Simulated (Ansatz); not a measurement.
This singlet lies 0.30 eV below the relaxed triplet at the level frozen-core CCSD(T)/cc-pVTZ // PBE0-D3(BJ)/def2-SVP (Ansatz, an electronic-structure program).

Species: CH5BSi, SMILES `B[Si]C` (lower singlet; H–B–Si–C torsion 97°) (charge 0, multiplicity 1).

Task: Give a relaxed geometry from PBE0-D3(BJ)/def2-SVP run with Ansatz.

Result: Several could match; the one computed here: the end point of this relaxation, one of several conformers (outside a Z-matrix the atoms follow the SMILES, hydrogens last).
Cartesian coordinates (Å) in one orientation:
```xyz
8

B      1.644     0.374     0.394
Si     0.009    -0.070     1.371
C     -1.339    -0.296     0.037
H      2.467    -0.475     0.114
H      2.008     1.526     0.267
H     -2.328    -0.495     0.471
H     -1.402     0.584    -0.624
H     -1.059    -1.147    -0.608
```
